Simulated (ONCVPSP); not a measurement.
# Potentials for Ta (Z = 73) compared

Generated with ld1.x 7.5 (TM, RRKJ, ultrasoft, PAW), atompaw 4.2 or ONCVPSP 4.0.1. The cutoff is in Ry: for ld1.x and atompaw files where the sum of valence levels is converged to 10 mRy in a Bessel basis, for ONCV files where the hardest occupied wave has 1 mHa per electron of residual kinetic energy. The error is the largest all-electron minus pseudo excitation energy over each file’s own four to seven test configurations (ionisations up to +4, promotions, holes and added fractions of an electron), all of which were solved. The labels leave out finer settings (local radius, basis sizes, second energies), which also bear on the numbers. Spin-polarised tests are not counted. The rows are a selection from randomly drawn settings: files with unsolved tests, undetermined cutoffs or missed reference levels are left out.

A true bound ghost makes a file unfit for plane-wave use even where its test errors are small: the radial tests pick states by their node count and pass the ghost by.

```csv
potential,cutoff (Ry),largest error (meV),bound ghosts
"ONCV, PBE, scalar-relativistic, rc 1.65/1.85/2.50 (spd), local smoothed, core correction yes, reference 5s2 5p6 5d3, qcut 9.2/9.8/7.4, projectors 2/2/2",52,-31,none
"ONCV, BLYP, scalar-relativistic, rc 1.85/1.60/2.15/0.65 (spdf), local smoothed, core correction yes, reference 4f14 5s2 5p6 5d3 6s2, qcut 6.3/9.1/6.7/27.1, projectors 2/2/3/2",634,-169,"s, p"
"ONCV, PBE, scalar-relativistic, rc 1.70/1.75/2.90/1.10 (spdf), local smoothed, core correction no, reference 4f14 5s2 5p6 5d3 6s1.5 6p0.5, qcut 7.7/6.2/5.5/18, projectors 2/2/2/1",254,-192,none
```

Question: Fill in the row for Ta: ONCV, PBEsol, scalar-relativistic, rc 1.60/1.75/2.50 (spd), local smoothed, core correction yes, reference 5s2 5p6 5d3 6s2, qcut 6/9.4/6.2, projectors 3/1/2.

Answer: cutoff 95 Ry, largest error -318 meV, bound ghosts: none.

Question: Fill in the row for Ta: ONCV, PBE, scalar-relativistic, rc 1.85/1.45/2.00/0.75 (spdf), local smoothed, core correction yes, reference 4f14 5s2 5p6 5d3 6s1, qcut 8.5/6.4/4.6/20.5, projectors 2/2/2/2.

Answer: cutoff 397 Ry, largest error -220 meV, bound ghosts: s, p.
